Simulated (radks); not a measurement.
The mean radii <r> (bohr) of the occupied orbitals of an atom or ion are listed with their occupations. Calculated with a radial shooting solver on a logarithmic mesh with Libxc functionals: scalar-relativistic Kohn-Sham, LDA (Slater exchange, VWN5 correlation), spin-polarised, spherical densities, finite nucleus; Fermi nuclear charge, rms radius of each element as measured or else 0.836 A^(1/3) + 0.57 fm.

| orbital | occ. | <r> |
|---|---|---|
| 1s up | 1 | 0.03265 |
| 1s down | 1 | 0.03265 |
| 2s up | 1 | 0.1401 |
| 2s down | 1 | 0.1400 |
| 2p up | 3 | 0.1218 |
| 2p down | 3 | 0.1217 |
| 3s up | 1 | 0.3432 |
| 3s down | 1 | 0.3437 |
| 3p up | 2 | 0.3326 |

Name the element and its charge. Open shells, if any, are filled with parallel spins first.

Answer. Z = 45, rhodium, charge +31: Rh31+ in [Ne] 3s2 3p2. The 1s radius gives Z: for a bare nucleus <r> = (2 gamma + 1)/(2Z) with gamma = sqrt(1 - (Z/c)^2), 0.0321 bohr for Z = 45, and screening makes it slightly larger (0.03265 here). The occupations add up to 14, and the charge is Z minus that.
